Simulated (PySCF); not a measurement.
**Identify the compound**

An unknown has the formula C11H20AlP. Its calculated NMR data are:

¹H NMR (600 MHz, computed): δ 7.47 (m, 2H), 7.45 (m, 2H), 7.40 (m, 1H), 1.36 (m, 6H), -0.79 (m, 9H).

¹³C{¹H} NMR (computed): δ 137.4, 133.6, 132.8, 132.1, 11.2, -13.0.

Theoretical values (PySCF 2.14): geometry: PBE0-D3(BJ)/def2-SVP, σ from GIAO-PBE/pcSseg-1. In vacuum, one conformer, fast rotation and ring inversion assumed for equivalent nuclei, non-relativistic.

Referencing at the same level of theory: ¹H, ¹³C against TMS.

What is the structure?

Results:


6 carbon signals for 11 carbons: some carbons are equivalent by symmetry or fast rotation. Carbon types of the structure: 1 × C, 5 × CH, 5 × CH3, which accounts for all hydrogens. δC 137.4: substituted aromatic carbon. δC 133.6, 132.8, 132.1: aromatic CH; the aromatic region. δC 11.2: methyl carbon bonded to P. δC -13.0: methyl carbon bonded to Al; an electropositive neighbour leaves it electron-rich and shielded. δH 7.47, 7.45, 7.40: hydrogen on an aromatic CH; ring-current deshielding. δH 1.36: hydrogen on a methyl carbon bonded to P. δH -0.79: hydrogen on a methyl carbon bonded to Al; an electropositive neighbour shields it, as in TMS itself.

The compound is `[CH3][Al-]([CH3])([CH3])[P+](C)(C)c1ccccc1`.

This is the structure that produced the data.

Splittings by ³¹P in the carbon and heteronuclear signals aren't shown, as no couplings were computed. Shifts are as computed. Against solution values, carbons near 30 ppm lie about +2 ppm off and those near 130 ppm about +2 ppm. Of 1211 compounds with measured shifts, 218 miss one by over three times the rms of a fit or turn the order of signals round; such compounds aren't used in these exercises. Multiplicities follow the n + 1 count of equivalent neighbours, as no J values were calculated; m marks all less simple cases, F and P coupling included.
